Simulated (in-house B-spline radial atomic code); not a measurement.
**Correlation energy from the adiabatic connection: −Z/r, Z = 0.75, wall at 1.4 bohr**

Two electrons in a singlet, external potential −Z/r, Z = 0.75, wall at 1.4 bohr (atomic units). Full CI in B-splines (partial waves to l = 8, correlation up to 0.6 % small) with the density held fixed gives W(λ) = <V_ee>_λ − U, and E_c is the integral of W(λ) − W(0) from 0 to 1.

| λ | W(λ) − W(0) (hartree) |
| --- | --- |
| 0 | 0.00000 |
| 0.02 | -0.00208 |
| 0.05 | -0.00517 |
| 0.12 | -0.01225 |
| 0.25 | -0.02491 |
| 0.4 | -0.03879 |
| 0.6 | -0.05614 |
| 0.8 | -0.07230 |
| 1 | -0.08736 |

Q: Integrate the table by the trapezoid rule.

A: The strips give -0.00002, -0.00011, -0.00061, -0.00242, -0.00478, -0.00949, -0.01284, -0.01597, which sum to -0.04624 hartree. The direct value, W(1) − W(0) + T_c with T_c = 0.04105, is -0.04631; the curve is convex, so chords lie above it and the trapezoids fall short in size by 0.16 %.

Q: Now use only three numbers: W(0) = -1.3292, the initial slope W'(0) = -0.1044 (extrapolated from the first points) and the strong-coupling limit of the point-charge-plus-continuum model, W∞ = -1.4066. What do second-order theory and the interpolation W(λ) = W∞ + (W(0) − W∞)/√(1 + 2χλ) of Seidl, Perdew and Levy give?

A: Second order keeps the slope alone: E_c = W'(0)/2 = -0.05220, +13 % in size against -0.04631. Matching the slope fixes χ = W'(0)/(W∞ − W(0)) = -0.1044/(-0.07740) = 1.34884. Integrating, with s = √(1 + 2χ) = 1.922934, E_c = −(W(0) − W∞)(s − 1)/(s + 1) = −0.07740 × 0.922934/2.922934 = -0.02444 hartree, -47.2 % in size against the full result. At λ = 1 the formula gives W − W(0) = -0.03715 against -0.08736. Part of the miss can come from the model's W∞, which here lies above the computed W at λ = 10, -1.66608.
